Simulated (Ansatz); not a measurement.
Basis-set extrapolation for H7NO4Si2 (`O[SiH2]N[Si](O)(O)O`) (PBE0-D4/def2-TZVP geometry, frozen core, Ansatz). Multiplicity 1, RHF reference.

```tsv
	def2-TZVPP	def2-QZVPP
HF	-936.336237	-936.373070
MP2 correlation	-1.406347	-1.520504
CCSD(T) correlation	-1.487759	not run
```

Energies in hartree. Use E(X) = E(∞) + A·exp(−7.88·√X) for Hartree–Fock and E(X) = E(∞) + B·X^(−2.97) for correlation, with X = 3 and 4, and add CCSD(T) minus MP2 of the smaller set to the MP2 limit.

Problem. What is the CCSD(T) energy at the basis-set limit?

Solution. HF limit: -936.373070 + (-0.036833) × 0.13774 = -936.37814. MP2 limit: -1.520504 + (-0.114157) × 0.74074 = -1.60506. Higher-order term: -1.487759 − (-1.406347) = -0.08141. Total: -938.06461 hartree, 631.7 kJ/mol below CCSD(T)/def2-TZVPP.
